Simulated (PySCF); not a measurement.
**How methods differ on the ionisation energy of As⁺**

As⁺ [Ar] 3d10 4s2 4p2 (3P) → As²⁺ [Ar] 3d10 4s2 4p1 (2P), as a difference of total energies. All numbers are calculated (PySCF 2.14, scalar relativity through the core potential, in cc-pVDZ-PP with ECP10MDF (4s3p2d, 23 functions)). Correlated levels: valence: 3s2 3p6 3d10 frozen. The calculations carry no spin-orbit coupling.

| method | ionisation energy (eV) | difference from reference (eV) |
| --- | --- | --- |
| UHF | 17.975 | -0.614 |
| PBE | 18.442 | -0.147 |
| r2SCAN | 18.682 | +0.093 |
| MP2 (valence) | 18.237 | -0.352 |
| SCS-MP2 (valence) | 18.173 | -0.416 |
| CCSD (valence) | 18.263 | -0.326 |
| CCSD(T) (valence) | 18.269 | -0.320 |

Reference: 18.589 eV (measured; NIST Atomic Spectra Database, ionization energies).

The reference lies between the lowest fine-structure levels, while these numbers refer to the centres of the terms.

Errors of the correlated levels include the incompleteness of this basis and the frozen core.
